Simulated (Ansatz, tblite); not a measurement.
Cost and result up the ladder for As(iPr)3 (C9H21As) (31 atoms). Charge 0, multiplicity 1. Geometry: PBE-D4/def2-SVP.

```xyz
31

As   -0.7524   -0.0052    0.1828
C     0.3624   -1.6581    0.5802
C    -0.4936   -2.8972    0.2942
C     0.9039   -1.7030    2.0102
H     1.2227   -1.6253   -0.1241
H    -0.9015   -2.9115   -0.7349
H    -1.3570   -2.9467    0.9908
H     0.0994   -3.8277    0.4320
H     1.4640   -2.6494    2.1749
H     1.5980   -0.8703    2.2365
H     0.0844   -1.6806    2.7599
C     0.4517    1.3937    1.0354
C     0.0079    1.5927    2.4892
C     0.4571    2.7312    0.2928
H     1.4799    0.9699    1.0113
H    -0.0046    0.6501    3.0697
H    -1.0167    2.0187    2.5317
H     0.6849    2.3007    3.0155
H     1.0975    3.4628    0.8321
H     0.8512    2.6520   -0.7390
H    -0.5603    3.1740    0.2388
C    -0.2170    0.2708   -1.7593
C    -1.1777    1.2893   -2.3835
C    -0.1987   -1.0187   -2.5819
H     0.8126    0.6911   -1.7366
H    -1.2179    2.2437   -1.8238
H    -2.2112    0.8841   -2.4169
H    -0.8789    1.5262   -3.4281
H     0.0600   -0.7910   -3.6391
H     0.5436   -1.7548   -2.2164
H    -1.1941   -1.5117   -2.5944
```

Ansatz on 6 threads of Intel Xeon on a shared host; xTB runs through tblite on one thread. Times are rough, summed over both states, and most runs start from the orbitals of an earlier one. No level here is sound enough to serve as a yardstick. The other state is a triplet.

The xTB rows come from tblite. HOMO above LUMO, or a gap near zero within one spin, warns that the state may not be the lowest or that an electron is smeared out.

xTB has no spin-polarisation term.

| level | functions | wall time | vertical triplet (eV) | remarks |
| --- | --- | --- | --- | --- |
| GFN2-xTB | 66 | 0.11 s | 6.03 | – |
| GFN1-xTB | 87 | 0.29 s | 5.33 | – |
| PBE-D4/def2-TZVP (with forces) | 453 | 1.8 min | 4.79 | gap within one spin near zero (triplet) |
| r2SCAN-D4/def2-TZVP | 453 | 2.9 min | 4.87 | – |
